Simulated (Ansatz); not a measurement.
All values below come from PBE-D3(BJ)/def2-TZVP in Ansatz (a first-principles code). No frequencies were computed at this level.

Ansatz 0.2 input:
```yaml
crystal:
  periodic: [false, false, false]
  atoms:
    - { symbol: O, position_ang: [1.425623, -0.3527, -0.441984] }
    - { symbol: Ge, position_ang: [-0.070098, 0.384209, 0.070942] }
    - { symbol: O, position_ang: [-1.303906, -0.838642, 0.20564] }
    - { symbol: Cl, position_ang: [0.09841, 1.174224, 1.994187] }
    - { symbol: Cl, position_ang: [-0.54169, 1.732967, -1.450136] }
    - { symbol: H, position_ang: [1.954216, -0.803396, 0.214649] }
    - { symbol: H, position_ang: [-1.562555, -1.296661, -0.593299] }
basis:
  gaussian: { orbitals: def2-tzvp }
hamiltonian:
  xc: pbe
  dispersion: d3bj
relax:
  max_steps: 150
```

Output:

```
Functional definition: PBE
1260 factors; their error is unknown
mean field evaluation 1: about -85660.9812 eV, gradient 9.2e1 eV
mean field evaluation 2: about -85577.2169 eV, gradient 2.2e2 eV
mean field evaluation 4: about -85673.2117 eV, gradient 1.6e1 eV
mean field evaluation 8: about -85673.6520 eV, gradient 2.8e-1 eV
mean field evaluation 16: about -85673.6372 eV, gradient 1.1e-3 eV
mean field -85673.63715999 eV, -3148.4480939525 hartree, gradient 3.0e-5 eV, S^2 0.000000; 0 other end points of the search recorded, 0 dependent functions left out
reference -85673.63719674 eV, -3148.4480953033 hartree; 42, 42 occupied and 154, 154 virtual orbitals, 1260 factors
relax step   1: F+E_penalty+E_count = -85673.81825053 eV  Δ(F+E_penalty+E_count) = +0.000e0 eV  max|allowed force component| = 1.070e0 eV/Å  Δτ_max = 0.0000 Å  (32 SCF iters, accepted)
these checks for a lower state are left out or cut short: starts, cluster_reference, orbital_swaps, neighbouring_geometries, increment
1260 factors; their error is unknown
mean field -85673.76018488 eV, -3148.4526150338 hartree, gradient 2.0e-5 eV, S^2 0.000000; 0 other end points of the search recorded, 0 dependent functions left out
reference -85673.76022198 eV, -3148.4526163973 hartree; 42, 42 occupied and 154, 154 virtual orbitals, 1260 factors
relax step   2: F+E_penalty+E_count = -85673.93827679 eV  Δ(F+E_penalty+E_count) = -1.200e-1 eV  max|allowed force component| = 5.043e-1 eV/Å  Δτ_max = 0.0543 Å  (31 SCF iters, accepted)
these checks for a lower state are left out or cut short: starts, cluster_reference, orbital_swaps, neighbouring_geometries, increment
1260 factors; their error is unknown
mean field evaluation 32: about -85673.7802 eV, gradient 5.4e-5 eV
mean field -85673.78016514 eV, -3148.4533492951 hartree, gradient 1.2e-5 eV, S^2 0.000000; 0 other end points of the search recorded, 0 dependent functions left out
reference -85673.78020233 eV, -3148.4533506616 hartree; 42, 42 occupied and 154, 154 virtual orbitals, 1260 factors
relax step   3: F+E_penalty+E_count = -85673.95810247 eV  Δ(F+E_penalty+E_count) = -1.983e-2 eV  max|allowed force component| = 1.739e-1 eV/Å  Δτ_max = 0.0246 Å  (32 SCF iters, accepted)
these checks for a lower state are left out or cut short: starts, cluster_reference, orbital_swaps, neighbouring_geometries, increment
1260 factors; their error is unknown
mean field -85673.78642590 eV, -3148.4535793735 hartree, gradient 2.2e-5 eV, S^2 0.000000; 0 other end points of the search recorded, 0 dependent functions left out
reference -85673.78646290 eV, -3148.4535807334 hartree; 42, 42 occupied and 154, 154 virtual orbitals, 1260 factors
relax step   4: F+E_penalty+E_count = -85673.96504617 eV  Δ(F+E_penalty+E_count) = -6.944e-3 eV  max|allowed force component| = 2.900e-1 eV/Å  Δτ_max = 0.0667 Å  (31 SCF iters, accepted)
these checks for a lower state are left out or cut short: starts, cluster_reference, orbital_swaps, neighbouring_geometries, increment
1260 factors; their error is unknown
mean field -85673.78939368 eV, -3148.4536884376 hartree, gradient 1.4e-5 eV, S^2 0.000000; 0 other end points of the search recorded, 0 dependent functions left out
reference -85673.78943077 eV, -3148.4536898005 hartree; 42, 42 occupied and 154, 154 virtual orbitals, 1260 factors
relax step   5: F+E_penalty+E_count = -85673.96802829 eV  Δ(F+E_penalty+E_count) = -2.982e-3 eV  max|allowed force component| = 1.042e-1 eV/Å  Δτ_max = 0.0375 Å  (32 SCF iters, accepted)
these checks for a lower state are left out or cut short: starts, cluster_reference, orbital_swaps, neighbouring_geometries, increment
1260 factors; their error is unknown
mean field -85673.79045827 eV, -3148.4537275606 hartree, gradient 1.3e-5 eV, S^2 0.000000; 0 other end points of the search recorded, 0 dependent functions left out
reference -85673.79049535 eV, -3148.4537289231 hartree; 42, 42 occupied and 154, 154 virtual orbitals, 1260 factors
relax step   6: F+E_penalty+E_count = -85673.96905608 eV  Δ(F+E_penalty+E_count) = -1.028e-3 eV  max|allowed force component| = 8.198e-3 eV/Å  Δτ_max = 0.0220 Å  (32 SCF iters, accepted)
these checks for a lower state are left out or cut short: starts, cluster_reference, orbital_swaps, neighbouring_geometries, increment
1260 factors; their error is unknown
mean field -85673.79059128 eV, -3148.4537324484 hartree, gradient 1.3e-5 eV, S^2 0.000000; 0 other end points of the search recorded, 0 dependent functions left out
reference -85673.79062835 eV, -3148.4537338108 hartree; 42, 42 occupied and 154, 154 virtual orbitals, 1260 factors
relax step   7: F+E_penalty+E_count = -85673.96917776 eV  Δ(F+E_penalty+E_count) = -1.217e-4 eV  max|allowed force component| = 1.474e-2 eV/Å  Δτ_max = 0.0146 Å  (32 SCF iters, accepted)
these checks for a lower state are left out or cut short: starts, cluster_reference, orbital_swaps, neighbouring_geometries, increment
1260 factors; their error is unknown
mean field evaluation 64: about -85673.7992 eV, gradient 8.7e-1 eV
mean field -85673.79071893 eV, -3148.4537371396 hartree, gradient 1.3e-5 eV, S^2 0.000000; 0 other end points of the search recorded, 0 dependent functions left out
reference -85673.79075601 eV, -3148.4537385023 hartree; 42, 42 occupied and 154, 154 virtual orbitals, 1260 factors
relax step   8: F+E_penalty+E_count = -85673.96928743 eV  Δ(F+E_penalty+E_count) = -1.097e-4 eV  max|allowed force component| = 2.545e-3 eV/Å  Δτ_max = 0.0162 Å  (32 SCF iters, accepted)
these checks for a lower state are left out or cut short: starts, cluster_reference, orbital_swaps, neighbouring_geometries, increment
1260 factors; their error is unknown
mean field -85673.79081736 eV, -3148.4537407569 hartree, gradient 1.3e-5 eV, S^2 0.000000; 0 other end points of the search recorded, 0 dependent functions left out
reference -85673.79085447 eV, -3148.4537421204 hartree; 42, 42 occupied and 154, 154 virtual orbitals, 1260 factors
relax step   9: F+E_penalty+E_count = -85673.96933180 eV  Δ(F+E_penalty+E_count) = -4.437e-5 eV  max|allowed force component| = 3.238e-2 eV/Å  Δτ_max = 0.0339 Å  (32 SCF iters, accepted)
these checks for a lower state are left out or cut short: starts, cluster_reference, orbital_swaps, neighbouring_geometries, increment
1260 factors; their error is unknown
mean field -85673.79083686 eV, -3148.4537414736 hartree, gradient 1.4e-5 eV, S^2 0.000000; 0 other end points of the search recorded, 0 dependent functions left out
reference -85673.79087396 eV, -3148.4537428367 hartree; 42, 42 occupied and 154, 154 virtual orbitals, 1260 factors
relax step  10: F+E_penalty+E_count = -85673.96936637 eV  Δ(F+E_penalty+E_count) = -3.457e-5 eV  max|allowed force component| = 6.513e-4 eV/Å  Δτ_max = 0.0032 Å  (33 SCF iters, accepted)
1260 factors; their error is unknown
mean field evaluation 96: about -85673.8096 eV, gradient 9.2e-2 eV
mean field -85673.79083686 eV, -3148.4537414736 hartree, gradient 7.9e-5 eV, S^2 0.000000; 1 other end points of the search recorded, 0 dependent functions left out
reference -85673.79087396 eV, -3148.4537428367 hartree; 42, 42 occupied and 154, 154 virtual orbitals, 1260 factors
Total energy: -85673.96940347 eV, -3148.4603036752 hartree
Atom 0 at     1.509503    -0.313478    -0.468546 Å, force    -0.000651    -0.000251     0.000315 eV/Å
Atom 1 at    -0.054883     0.343754     0.063491 Å, force    -0.000017    -0.000025    -0.000179 eV/Å
Atom 2 at    -1.312640    -0.900120     0.245696 Å, force     0.000039     0.000069    -0.000215 eV/Å
Atom 3 at     0.096343     1.241892     2.001041 Å, force     0.000033    -0.000336    -0.000482 eV/Å
Atom 4 at    -0.580434     1.767008    -1.447038 Å, force     0.000158    -0.000040     0.000257 eV/Å
Atom 5 at     1.895694    -0.872574     0.229789 Å, force     0.000110     0.000392    -0.000037 eV/Å
Atom 6 at    -1.553584    -1.266482    -0.624434 Å, force     0.000329     0.000191     0.000342 eV/Å
Dipole moment:     0.054580    -0.345586    -0.064043 e Å
```

Cost: about 40 core-seconds (a rough figure).
